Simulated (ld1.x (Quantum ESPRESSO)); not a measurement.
## rubidium, RRKJ: configuration errors across variants

rubidium, norm-conserving RRKJ (Kleinman–Bylander form), made with ld1.x (Quantum ESPRESSO) 7.5 (PBE, fully relativistic). Core [Ar] 3d10, reference 4s2 4p6 4d0 5s0 5p0 (charge +1). Waves: 4s (bound): rc 1.75 bohr; 4d (bound, empty): rc 3.35 bohr; 4p (bound): rc 1.55 bohr. Local part: the p channel. Core correction: a·sin(br)/r model core inside 1.25 bohr. rho0 = 0.01.

Open shells are filled in proportion to 2j + 1 (rel_dist='average').

All-electron excitation energies from the reference (eV): (1) 4s2 4p6 4d0 5s1 5p0 -4.154; (2) 4s2 4p6 4d0 5s0.5 5p0 -2.576; (3) 4s2 4p6 4d0 5s0 5p1 -2.634; (4) 4s2 4p6 4d1 5s0 5p0 -1.914; (5) 4s1 4p6 4d0 5s1 5p0 33.573; (6) 4s2 4p5 4d0 5s1 5p0 16.997; (7) 4s2 4p6 4d0.5 5s0.5 5p0 -3.037.

Tests that are not counted but printed errors over 1 eV. “wave 4s (bound): rc 1.75 bohr becomes 4s (bound): rc 2.50 bohr”: 4s2 4p6 4d0 5s0 5p1 (solver errors, printed error -2.6 eV).

3 further variants failed, have other tests or another functional or relativity, and are left out.

The file “base” misses its own reference levels by 0.6 eV. The file “wave 4d (bound): rc 3.35 bohr becomes 4d (bound): rc 3.62 bohr” misses its own reference levels by 0.6 eV. The file “all radii but the core radius scaled by about 1.24 (s 2.16, p 1.92, d 4.14 bohr)” misses its own reference levels by 0.6 eV. The file “core correction a·sin(br)/r model core inside 0.74 bohr” misses its own reference levels by 0.6 eV. The file “wave 4s (bound): rc 1.75 bohr becomes 4s (bound): rc 2.50 bohr” misses its own reference levels by 0.6 eV.

Errors AE − PS in meV (a dash: test not solved or not reliable):

```csv
change,(1),(2),(3),(4),(5),(6),(7),bound ghosts
base,-1.3,-1.1,+2.1,+0.5,-11,+1.5,-0.6,not determined
wave 4d (bound): rc 3.35 bohr becomes 4d (bound): rc 3.62 bohr,–,-1.1,+2.1,+0.8,-11,+1.5,-0.5,not determined
local potential all-electron potential smoothed inside 1.40 bohr (lloc = -1),+44,+30,+1.9,+0.2,+172,+156,+25,not determined
"all radii but the core radius scaled by about 1.24 (s 2.16, p 1.92, d 4.14 bohr)",+9.4,+6.2,+4.8,+1.8,+34,+33,+5.8,not determined
core correction a·sin(br)/r model core inside 0.74 bohr,-1.4,-1.1,+2.0,+0.5,-8.9,+4.1,-0.7,not determined
wave 4s (bound): rc 1.75 bohr becomes 4s (bound): rc 2.50 bohr,-38,-26,–,+0.5,-89,-114,-21,not determined
```

Task: Give the same row for: wave 4p (bound): rc 1.55 bohr becomes 4p (bound): rc 1.10 bohr.

Result: +9.0, +6.2, +2.7, +0.1, +40, +55, +5.1; bound ghosts: not determined.
